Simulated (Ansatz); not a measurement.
A nudged elastic band was laid between two geometries of CH$_{4}$BNSi (8 atoms, charge 0, multiplicity 1).

Method: UKS PBE0/cc-pVDZ (Ansatz).

```yaml
movable_images: 5
climbing_image: yes
spring: 5.0 eV/Å²
optimiser: quadratic models (default)
start_path: through a guess of the saddle point
force_threshold: 0.03 eV/Å
iteration_limit: 60
end_points: relaxed
```

First end point:

```xyz
8
Properties=species:S:1:pos:R:3
B 0.172 2.134 0.161
C 0.091 0.662 0.026
N -0.013 -0.520 -0.056
Si 0.190 -2.226 -0.422
H -0.382 2.810 -0.665
H 0.783 2.587 1.092
H 0.273 -2.857 0.939
H -1.113 -2.590 -1.074
```

Last end point:

```xyz
8
Properties=species:S:1:pos:R:3
B 0.896 0.244 -0.293
C 0.054 1.457 0.113
N -0.244 0.106 0.616
Si 0.034 -1.428 -0.238
H -0.653 1.923 -0.586
H 0.399 2.129 0.905
H 0.446 -2.475 0.735
H -0.933 -1.957 -1.253
```

**Question.** Which bonds break or form, and what moves?

**Answer.** Bonds broken: B1–H5, B1–H6. Bonds formed: B1–N3, B1–Si4, C2–H5, C2–H6.

**Question.** What energy profile does the band end with?

**Answer.** It converged. The highest image is number 5 of 0 to 6, 183.8 kJ/mol above the first end and 138.4 kJ/mol above the last; the last end lies 45.4 kJ/mol above the first. The profile has 3 maxima (images 1, 3, 5) with wells between them (images 2, 4): this band takes more than one step, which may be the mechanism or a detour left from its start path. Neighbouring images differ by up to 1.9 eV, so the band resolves the path poorly. A vibrational analysis at the climbing image gives one clearly imaginary mode, 600i cm⁻¹: a first-order saddle point. The orbitals were unrestricted but ended closed-shell.

```
image  path coordinate (Å)  energy (kJ/mol)  B1–H5 (Å)  B1–H6 (Å)  B1–N3 (Å)
    0                 0.00              0.0       1.20       1.20       2.67
    1                 2.70             94.9       1.21       1.21       2.64
    2                 5.40             34.3       1.18       2.50       1.46
    3                 8.10             83.8       1.18       2.55       1.43
    4                10.80              5.3       1.21       2.50       2.16
    5                13.49            183.8       2.29       2.29       1.50
    6                15.52             45.4       2.30       2.29       1.46
```

**Question.** What is the geometry of the highest image?

**Answer.** 
```xyz
8
Properties=species:S:1:pos:R:3
B 0.118 0.406 -0.756
C 0.041 1.507 0.299
N -0.083 0.111 0.701
Si -0.016 -1.420 -0.461
H -0.870 2.108 0.412
H 0.949 2.014 0.646
H -0.215 -2.276 0.750
H 0.075 -2.450 -1.592
```

Run time: 8.3 min on 2 threads of Intel(R) Xeon(R) CPU @ 2.80GHz (Skylake/Cascade Lake), on a shared host, peak memory 0.25 GiB.
